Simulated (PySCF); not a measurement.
Computed IR spectrum (relative IR intensity) of a molecule ClF2H3Si2. Geometry optimised at PBE0-D3(BJ)/def2-SVP. One conformer was computed; it need not be the lowest. Computed with PBE0-D3(BJ)/def2-SVP (PySCF). Frequencies are harmonic and unscaled.

Lines under 2 % of the strongest are left out, and lines within 2 cm⁻¹ are merged.

ν (cm⁻¹): 168 (vw), 198 (vw), 313 (w), 436 (vw), 507 (w), 556 (m), 683 (vw), 775 (vs), 822 (w), 832 (m), 890 (m), 930 (m), 962 (s), 2244 (m), 2257 (m), 2284 (m) (against the strongest line: vs over 80 %, s over 45 %, m over 15 %, w over 4 %, vw less)

### Question
Pick the molecule that these values belong to.
A. F[Si](F)([SiH3])Cl
B. F[SiH](F)[SiH2]Cl
C. F[SiH2][Si@H](F)Cl

### Answer
B, F[SiH](F)[SiH2]Cl
